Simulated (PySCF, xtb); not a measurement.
C2H5OS, SMILES [CH2]S(C)=O, multiplicity 2.

Harmonic wavenumbers (cm⁻¹) from GFN2-xTB (xtb) at its own minimum, in rising order: 141, 223, 258, 312, 385, 569, 653, 762, 839, 861, 878, 1137, 1257, 1329, 1426, 1438, 3059, 3076, 3087, 3104, 3161.

Question: What does PySCF with PBE0-D3(BJ)/def2-SVP give at its own minimum? (The exact figures need the calculation; the answer reports its results.)

Answer: 197, 213, 273, 320, 347, 543, 653, 722, 857, 933, 953, 1154, 1287, 1346, 1416, 1435, 3069, 3158, 3204, 3211, 3305. Paired by order, the mean absolute difference is 43 cm⁻¹ and the zero-point energies are 40.0 and 40.9 kcal/mol.
